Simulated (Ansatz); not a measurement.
Stepwise reaction of `C#[C][SnH2][C]#C` with hydrogen chloride, as a gas-phase model of exchange steps in deposition or etching. ΔE in kJ/mol.

Computed with Ansatz on PBE0-D4/def2-TZVP structures; ΔE is electronic, products minus reactants. CCSD(T)/CBS is the MP2 limit (def2-TZVPP, def2-QZVPP) plus CCSD(T) − MP2 in def2-TZVPP, frozen cores. This one scheme is used for every species. Functionals use def2-TZVPP. B3LYP here is the variant with VWN-RPA as its local correlation; programs differ in this. Elements past krypton have def2 core potentials. For Sn outer-core shells are correlated without core-valence functions, which leaves a few kJ/mol of doubt a bond.

| step | reaction | PBE-D4 | B3LYP-D4 | ωB97M-V | CCSD(T)/CBS |
| --- | --- | --- | --- | --- | --- |
| 2 | `C#[C][SnH2][Cl]` + HCl → `[Cl][SnH2][Cl]` + `C#C` | -77.0 | -80.0 | -76.5 | -73.2 |

Give the row of step 1, `C#[C][SnH2][C]#C` + HCl → `C#[C][SnH2][Cl]` + `C#C`. (An estimate is asked.)

The calculation gave: 
| step | reaction | PBE-D4 | B3LYP-D4 | ωB97M-V | CCSD(T)/CBS |
| --- | --- | --- | --- | --- | --- |
| 1 | `C#[C][SnH2][C]#C` + HCl → `C#[C][SnH2][Cl]` + `C#C` | -76.0 | -79.9 | -76.3 | -73.0 |

By hand: ΔE of the 2 steps together at CCSD(T)/CBS.

(-73.0) + (-73.2) = -146.2 kJ/mol, or -73.1 kJ/mol a step.

In ΔE the steps differ by no more than 0.2 kJ/mol. All are downhill at CCSD(T)/CBS. PBE-D4 differs from CCSD(T)/CBS by -3.8 to -3.0 kJ/mol a step. Isolated molecules leave out the surface, adducts and barriers. Largest T1 diagnostic: 0.014.
